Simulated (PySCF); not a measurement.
# A search over the determinants of KCa

Unrestricted PBE0; K def2-SVP, Ca def2-SVP; no relativity (PySCF 2.14). Outer shells of the fragments: K 4s1; Ca 4s2.

Followed along the bond (rough minima from three points):

```
2Ms+1   unpaired  ⟨S²⟩ at the start  R at minimum (Å)  Te (eV)
    2        σ ↑               0.76              4.27     0.00
    2        π ↑               0.87              3.56     0.87
    2        δ ↑               0.83              3.85     1.68
    4  σ ↑↑, π ↑               3.75              3.83     1.72
```

Solutions found at the starting distance of 3.535 Å, counted from the lowest of them; the search is not exhaustive and high or unbound solutions are not listed, so other states can lie among these:

| 2Ms+1 | unpaired | term | E (eV) | ⟨S²⟩ | ⟨Lz²⟩ | μ (D) |
| --- | --- | --- | --- | --- | --- | --- |
| 2 | σ ↑ | ²Σ⁺ | 0.00 | 0.76 | 0.00 | -1.69 |
| 2 | π ↑ | ²Π | 0.67 | 0.87 | 1.03 | -3.48 |
| 2 | δ ↑ | ²Δ | 1.52 | 0.83 | 4.00 | -3.63 |
| 4 | σ ↑↑, π ↑ | ⁴Π | 1.56 | 3.75 | 1.01 | -1.47 |
| 2 | σ ↑↑, π ↓ | mixed | 2.10 | 1.75 | 1.02 | -0.44 |
| 4 | σ ↑↑↑ | ⁴Σ⁺ | 2.12 | 3.75 | 0.00 | 2.94 |

A term symbol is given only where ⟨S²⟩ and ⟨Lz²⟩ are close to those of a pure state; real π, δ and φ orbitals otherwise mix terms. A positive dipole means K(−)Ca(+).

Q: Compare the gap between the two lowest followed solutions at the starting distance with the gap between their minima.

A: At PBE0 the second solution (doublet, unpaired electrons π ↑) lies +0.67 eV from the first (doublet, unpaired electrons σ ↑) at 3.535 Å and +0.87 eV at the minima; the two curves relax by different amounts, since their minima lie near 3.56 and 4.27 Å.

Counting both spins, an empty level lies below a filled one in some of these solutions, because spin and occupation are held.
